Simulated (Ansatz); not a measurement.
`C=C[Si](C)(F)Cl` + `FC[SiH](F)Cl` → `C[Si](F)(F)Cl` + `C=CC[SiH](F)Cl`  (redistribution)

Gas-phase electronic energies from Ansatz, PBE0-D4/def2-TZVP geometries. CCSD(T)/CBS adds triple-zeta CCSD(T) − MP2 to the extrapolated MP2 energy (def2 sets, frozen cores). Functionals use def2-TZVPP. One conformer a species, not always the lowest.

CCSD(T)/CBS gives -236.9 kJ/mol.

**Question.** Another level gave -235.0 kJ/mol. Which?
A. PBE-D4/def2-TZVPP
B. ωB97M-V/def2-TZVPP
C. CCSD(T)/def2-TZVPP
D. MP2/def2-TZVPP

**Answer.** C. CCSD(T)/def2-TZVPP -235.0, ωB97M-V -229.9, MP2/def2-TZVPP -246.3, PBE-D4 -219.7 kJ/mol.

Largest T1 diagnostic among the species: 0.011.

From PBE to PBE0 (25 % exact exchange), in def2-TZVPP and without D4, ΔE moves by −8.0 kJ/mol.
